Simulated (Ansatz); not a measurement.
AlBH4OSi: structure from calculated spectroscopic constants

These gas-phase data were calculated for one isomer of AlBH4OSi at r2SCAN-D4/def2-SVP (harmonic, unscaled wavenumbers; equilibrium rotational constants with average atomic masses):

| Quantity | Value |
| --- | --- |
| rotational constants | 7.262, 4.277, 2.788 GHz |
| all wavenumbers above 1500 cm⁻¹ | 2567, 2206, 2187, 1932 |
| dipole moment | 1.43 D (PBE0/def2-TZVPD) |

Candidates:

(1) `O=B[SiH2][AlH2]`, a singlet
(2) `B1[O][AlH][SiH2]1`, a singlet

Assign the data to one candidate and say why.

Candidate (2). The band at 2567 cm⁻¹ lies where the B–H stretch is expected; (1) has no mode between 2350 and 2900 cm⁻¹.

The same quantities for all candidates:

```
     rotational constants (GHz)   wavenumbers above 1500 cm⁻¹  dipole (D)  E above the lowest, r2SCAN-D4/def2-SVP (kcal/mol)
(1)          7.833, 1.978, 1.65  2210, 2201, 1985, 1947, 1930        3.86                                               12.9
(2)         7.262, 4.277, 2.788        2567, 2206, 2187, 1932        1.43                                                0.0
```

Each candidate is one conformer. Programs: Ansatz 0.2.0.
